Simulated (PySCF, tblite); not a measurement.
Species: CH14N2Si5.
Numbering: `[CH2:1]=[N:2][SiH2:3][N:4]([SiH3:5])[SiH2:6][SiH2:7][SiH3:8]` (hydrogens: H9, H10 on C1; H11, H12 on Si3; H13, H14, H15 on Si5; H16, H17 on Si6; H18, H19 on Si7; H20, H21, H22 on Si8)

Cartesian coordinates in Å at the GFN2-xTB level; atoms count from 1:
```xyz
22
CH14N2Si5 angstrom
C     -2.100   -1.535    1.093
N     -1.489   -1.060    0.114
Si    -1.800    0.306   -0.902
N     -0.287    1.153   -0.963
Si    -0.112    2.668   -0.137
Si     1.034    0.333   -1.779
Si     1.781   -1.399   -0.447
Si     1.518   -1.095    1.834
H     -3.031   -1.133    1.502
H     -1.704   -2.416    1.592
H     -2.840    1.243   -0.476
H     -2.107   -0.293   -2.199
H     -0.686    2.559    1.208
H     -0.812    3.711   -0.893
H      1.317    2.957   -0.047
H      2.025    1.388   -2.035
H      0.502   -0.026   -3.104
H      1.193   -2.688   -0.858
H      3.217   -1.623   -0.737
H      2.780   -0.836    2.542
H      0.653    0.048    2.150
H      0.938   -2.244    2.544
```

The calculation used PBE0/pcSseg-1 in PySCF (dipole) on a GFN2-xTB geometry, gas phase.

Take the most abundant isotopes and a rigid rotor. The values belong to one conformer with, in the numbering `[CH2:1]=[N:2][SiH2:3][N:4]([SiH3:5])[SiH2:6][SiH2:7][SiH3:8]`, C1–N2–Si3–N4 131°, N2–Si3–N4–Si5 -109°, Si3–N4–Si6–Si7 -73°, N4–Si6–Si7–Si8 -29°.

(1) What are A, B and C (GHz)?

(2) Classify the top.

(3) Is it planar, by Δ = Ic − Ia − Ib?

(4) Where do the levels up to J = 2 lie, in cm⁻¹?

(5) Predict some low-J microwave lines.

(6) Estimate the classical rotational partition function at 50 K, 100 K and 298.15 K.

## Answers

(1) Ia = 559.50, Ib = 741.98, Ic = 895.68 u·Å²; 505379 MHz·u·Å²/I gives 903.3, 681.1 and 564.2 MHz, that is A = 0.9033, B = 0.6811, C = 0.5642 GHz.

(2) An asymmetric top; Ray's κ = -0.310.

(3) Not planar: Δ = Ic − Ia − Ib = -405.80 u·Å². For a rigid frame Δ = −2 Σ m c², so Σ m c² = 202.90 u·Å² lies off the ab plane: 36.70 from hydrogen and 166.20 from heavier atoms. The atom farthest from that plane is 2.45 Å away.

(4) Above 0(0,0):
J = 1: 1(0,1) 0.0415, 1(1,1) 0.0490, 1(1,0) 0.0528
J = 2: 2(0,2) 0.1234, 2(1,2) 0.1281, 2(1,1) 0.1398, 2(2,1) 0.1621, 2(2,0) 0.1632
The levels of one J sum to (2J + 1)J(J + 1)(A + B + C)/3.

(5) The dipole components are |μa| = 0.63 D, |μb| = 1.86 D, |μc| = 0.42 D. The squared components, which scale the intensities, stand as 0.11 : 1.00 : 0.05 (a : b : c). Some lines, for components of 0.1 D or more:

```tsv
type	branch	J(Ka,Kc)	MHz	lower level (cm⁻¹)
b	Q	1(1,0) ← 1(0,1)	339	0.042
a	Q	2(1,1) ← 2(1,2)	351	0.128
b	Q	2(1,1) ← 2(0,2)	491	0.123
c	Q	2(2,1) ← 2(1,1)	666	0.140
a	R	1(0,1) ← 0(0,0)	1245	0.000
c	R	1(1,0) ← 0(0,0)	1584	0.000
b	R	2(0,2) ← 1(1,1)	2233	0.049
a	R	2(0,2) ← 1(0,1)	2455	0.042
b	R	2(1,2) ← 1(0,1)	2596	0.042
c	R	2(2,1) ← 1(1,1)	3391	0.049
b	R	2(2,0) ← 1(1,1)	3426	0.049
```

(6) Point group C1, symmetry number σ = 1; q = (√π/σ)·√((kT/h)³/(ABC)), k/h = 20836.6 MHz/K: 101000 at 50 K, 286000 at 100 K, 1470000 at 298.15 K.

Its lowest GFN2-xTB frequency is 12i cm⁻¹, too small to tell a flat minimum from a shallow saddle. Zero-point vibration and centrifugal distortion are left out. A rigid rotor knows nothing of internal rotation, which can split or shift real lines. Quadrupole hyperfine structure (14N) is left out.
